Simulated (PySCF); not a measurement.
Gas-phase reaction: 2 B₃O₃H₃ ⇌ 3 B₂O₂ + 6 H

Energies from PySCF (xtb for GFN2), thermal terms from the rigid-rotor harmonic-oscillator model, ideal gas at 1 bar. 'Table' is the NASA 1993 thermochemical table (part measured, part estimated). After a fit of one offset per element over all species, the range-separated, M06-2X, PBE0/def2-QZVP and CCSD(T)/def2-TZVPP enthalpies, where run, lie to one side of the table for B₃O₃H₃ (+31 kJ/mol): a fault of the table's entry, another state or a shared error of the levels is possible; this was not checked at source. † marks an energy on the PBE0/def2-TZVP geometry and frequencies; other levels use their own. MP2 freezes the core. 6-31G* has spherical d functions here. Open shells (unrestricted): H (multiplicity 2); the rest are closed-shell singlets. GFN2 has no spin-polarisation term. B3LYP is the form with VWN-RPA correlation. For this reaction the table lies outside the span of B3LYP, CCSD(T), M06-2X, MP2, PBE0, r2SCAN, ωB97M-V, ωB97X-V in their largest bases here; which side is off was not settled. MP2 isn't extrapolated to the basis-set limit; its ΔH°(298 K) is 2034.5 kJ in def2-SVP and 2144.7 kJ in def2-TZVPP. The harmonic model lacks anharmonicity and excited electronic states, which grow with temperature; levels with a mode under 35 cm⁻¹ are left out. The table's entry may be an old estimate for B₃O₃H₃, B₂O₂ (not checked at source).

```
level               ΔH°(298 K), kJ  minus table  ΔG°(800 K), kJ
------------------  --------------  -----------  --------------
table                       2374.9            -          1682.8
B3LYP/6-31G*                2285.2        -89.7          1570.1
BLYP/def2-TZVP†             2076.5       -298.4          1362.1
GFN2-xTB                    2423.2         48.3          1704.3
MP2/def2-SVP†               2034.5       -340.4          1320.1
MP2/def2-TZVPP†             2144.7       -230.2          1430.2
PBE0/def2-TZVP              2263.4       -111.5          1549.0
LDA/def2-TZVP†              2481.6        106.7          1767.1
ωB97M-V/def2-TZVP†          2288.9        -86.0          1574.5
```
